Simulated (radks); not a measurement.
Values are calculated unless marked as measured or tabulated.
Charge is removed step by step from the 5p level of the rhenium ion Re2+, starting from [Xe] 4f14 5d5. Code: a radial shooting solver on a logarithmic mesh with Libxc functionals. Model: scalar-relativistic Kohn-Sham, r2SCAN, spin-unpolarised, spherical densities, finite nucleus; meta-GGA in the generalised Kohn-Sham scheme; Fermi nuclear charge, rms radius 5.3698 fm.

removed (e)	E - E(0) (eV)	eigenvalue (eV)	E minus straight line (eV)
0	0.000	-64.952	0.000
0.25	16.671	-68.537	-1.382
0.5	34.248	-72.212	-1.856
0.75	52.755	-75.969	-1.402
1	72.210	-79.800	0.000

Removing the whole electron costs 72.210 eV by Delta-SCF, against 64.952 eV from minus the eigenvalue at the starting occupation. Slater's transition state (half an electron removed) gives 72.212 eV. Integrating minus the eigenvalue over the occupation (Janak's theorem) gives 72.266 eV. In this scalar-relativistic scheme the density is built from large components alone, so the theorem holds only approximately. The mean slope of the eigenvalue, de/dn, is 14.8 eV per electron.
